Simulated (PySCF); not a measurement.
This PySCF input asks for the NMR shieldings of `O[Si@]1(C(F)=C(F)F)C=CO1`, C4H3F3O2Si; the geometry comes from GFN2-xTB.

```python
import basis_set_exchange as bse
import numpy as np
from pyscf import gto, dft
from pyscf.prop import nmr

atoms = """
O    -0.179326    1.656422    1.009144
Si    0.303233    0.331958    0.234512
C    -1.273592   -0.647340   -0.097006
F    -1.126923   -1.963887   -0.347805
C    -2.504781   -0.159441   -0.089903
F    -3.619015   -0.845516   -0.302505
F    -2.793471    1.110793    0.132265
C     1.891826   -0.656856    0.496065
C     2.243825   -0.216176   -0.711249
O     1.232236    0.622529   -1.158718
H     0.339803    2.458491    1.026148
H     2.394189   -1.335207    1.152538
H     3.087610   -0.355284   -1.361214
"""
names = dict.fromkeys(["O", "Si", "C", "F", "H"], "pcSseg-1")
basis = {el: gto.basis.parse(bse.get_basis(n, elements=[el], fmt="nwchem")) for el, n in names.items()}
mol = gto.M(atom=atoms, basis=basis, charge=0, verbose=0)
mf = dft.RKS(mol, xc="PBE0")
mf.grids.level = 2
mf.grids.alignment = dft.numint.BLKSIZE   # the property module wants whole blocks of grid points
mf.conv_tol = 1e-9
mf.kernel()

calc = nmr.RKS(mf)   # GIAO
C = mf.mo_coeff
Co = C[:, mf.mo_occ > 0]
resp = mf.gen_response(singlet=True, hermi=2)
def vind(x):   # induced exchange potential for any number of trial vectors
    d = np.einsum("pi,xij,qj->xpq", C, 2 * x.reshape(-1, C.shape[1], Co.shape[1]), Co, optimize=True)
    return np.einsum("xpq,pi,qj->xij", resp(d - d.transpose(0, 2, 1)), C, Co, optimize=True).ravel()
mo1, _ = nmr.rhf.solve_mo1(calc, with_cphf=vind)
sigma = calc.kernel(mo1)
for i, s in enumerate(sigma):   # ppm
    w = np.linalg.eigvalsh((s + s.T) / 2)
    print("%2d %-2s iso %8.1f  s11 %8.1f  s22 %8.1f  s33 %8.1f" % (i, mol.atom_pure_symbol(i), w.mean(), *w))
```

Problem. What does it print?

Solution. 
```
 0 O  iso    277.5  s11    255.8  s22    282.5  s33    294.3
 1 Si iso    365.1  s11    340.1  s22    366.8  s33    388.3
 2 C  iso     54.8  s11     16.8  s22     57.3  s33     90.2
 3 F  iso    396.2  s11    319.0  s22    399.9  s33    469.9
 4 C  iso     10.9  s11    -69.1  s22     46.2  s33     55.5
 5 F  iso    245.1  s11    188.2  s22    269.4  s33    277.8
 6 F  iso    280.0  s11    259.2  s22    263.6  s33    317.3
 7 C  iso     76.4  s11    -14.3  s22    104.2  s33    139.1
 8 C  iso     12.7  s11   -113.3  s22     46.0  s33    105.6
 9 O  iso    153.8  s11     83.1  s22    177.9  s33    200.4
10 H  iso     28.5  s11     20.6  s22     22.8  s33     42.1
11 H  iso     26.8  s11     25.1  s22     26.4  s33     28.8
12 H  iso     24.0  s11     22.8  s22     23.1  s33     26.1
```

These numbers come from an equivalent density-fitted implementation of the same equations, which agrees with the script to about 0.01 ppm for H and up to a few tenths of a ppm for heavy atoms, so last digits may differ.

Size and cost of the density-fitted run: 192 basis functions, 69 s wall time on 1 thread of an Arm Neoverse N1, shared host; peak memory 0.98 GiB.
